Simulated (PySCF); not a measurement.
Compound: CH9BN2Si.
Numbering: `[BH2:1][NH:2][Si@H:3]([CH3:4])[NH2:5]` (hydrogens: H6, H7 on B1; H8 on N2; H9 on Si3; H10, H11, H12 on C4; H13, H14 on N5)

A GFN2-xTB structure with every atom displaced at random (by about 0.01 Å) was refined with PBE0-D3(BJ)/def2-SVP geometry optimisation, gas phase (PySCF 2.14.0). Values at the start:

| coordinate | start |
| --- | --- |
| B1–N2 | 1.411 Å |
| B1–H6 | 1.186 Å |
| B1–H7 | 1.151 Å |
| N2–Si3 | 1.755 Å |
| N2–H8 | 0.989 Å |
| Si3–C4 | 1.846 Å |
| Si3–N5 | 1.720 Å |
| Si3–H9 | 1.511 Å |
| C4–H10 | 1.098 Å |
| N5–H13 | 1.034 Å |
| B1–N2–Si3 | 129.8° |
| N2–Si3–C4 | 108.7° |
| N2–Si3–N5 | 106.2° |
| C4–Si3–N5 | 109.0° |
| B1–N2–Si3–C4 | 175° |

How do these coordinates change at the PBE0-D3(BJ)/def2-SVP level?

| coordinate | PBE0-D3(BJ)/def2-SVP (Å or °) | change |
| --- | --- | --- |
| B1–H7 | 1.212 | +0.061 |
| N2–H8 | 1.017 | +0.028 |
| B1–H6 | 1.212 | +0.026 |
| Si3–C4 | 1.870 | +0.024 |
| N5–H13 | 1.014 | -0.020 |
| Si3–H9 | 1.495 | -0.016 |
| B1–N2 | 1.399 | -0.012 |
| Si3–N5 | 1.730 | +0.010 |
| N2–Si3 | 1.764 | +0.009 |
| C4–H10 | 1.101 | +0.003 |
| N2–Si3–C4 | 112.2 | +3.5 |
| C4–Si3–N5 | 107.0 | -2.0 |
| B1–N2–Si3 | 128.0 | -1.8 |
| N2–Si3–N5 | 106.6 | +0.4 |
| B1–N2–Si3–C4 | -109 | +76 |

The energy falls by 0.231 eV over 21 energy and gradient evaluations, the largest force component goes from 0.0291 to 2.6e-04 Eh/bohr, and the atoms move by 0.758 Å rms after alignment. The bond that changes most is B1–H7 (three-coordinate boron to B–H hydrogen), which lengthens by 0.061 Å. Bonds longer at the end by more than 0.005 Å: 8 of 13; shorter: 3. Among the dihedrals that turn most is H8–N2–Si3–H9, from 113° to -171°. Rotational constants go from 5855, 2849, 2131 to 5688, 2719, 2087 MHz.

The run used 119 basis functions and 140 SCF cycles in all. Time: 68 s; peak memory 0.49 GiB. Hardware: one thread, Intel Xeon 6975P-C (x86_64), shared host.

No frequency check. The numbers are those of one conformer.
